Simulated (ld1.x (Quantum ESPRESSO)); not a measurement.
# Reading a pseudo-wave (Mo)

Columns: radius, all-electron u(r) and pseudo u(r) of the 4d shell (level -2.90 eV) of molybdenum in the configuration [Ar] 3d10 4s2 4p6 4d5.5 5s0.5 5p0; revPBE, scalar-relativistic, PAW scheme, ld1.x (Quantum ESPRESSO) 7.5.

```tsv
r (bohr)	all-electron	pseudo
0.118	0.1597	-0.0010
0.235	0.3260	-0.0079
0.353	0.2772	-0.0257
0.470	0.1021	-0.0577
0.588	-0.1072	-0.1057
0.705	-0.2976	-0.1681
0.822	-0.4525	-0.2421
0.940	-0.5688	-0.3239
1.058	-0.6478	-0.4068
1.175	-0.6953	-0.4841
1.292	-0.7187	-0.5510
1.410	-0.7242	-0.6037
1.528	-0.7169	-0.6390
1.645	-0.7007	-0.6563
1.763	-0.6785	-0.6574
1.880	-0.6529	-0.6452
1.998	-0.6250	-0.6235
2.115	-0.5964	-0.5966
2.232	-0.5677	-0.5679
2.350	-0.5391	-0.5391
2.468	-0.5113	-0.5113
2.585	-0.4846	-0.4846
2.702	-0.4590	-0.4590
2.820	-0.4342	-0.4342
2.938	-0.4106	-0.4106
3.055	-0.3884	-0.3884
```

(1) How many radial nodes do the two functions have?

(2) At about which radius was the pseudo-wave matched?

(3) Is the pseudo-wave norm-conserving?

Results:

(1) The all-electron 4d function has n − l − 1 = 1; the pseudo-wave has 0, since the states of the same l below it are removed with the core.

(2) 2.35 bohr. The columns agree to 0.0005 from 2.12 bohr on; several derivatives are matched, so the curves merge somewhat inside the radius.

(3) No, it belongs to a PAW set: the norm inside the radius is not constrained, and the difference is carried by the augmentation charge.
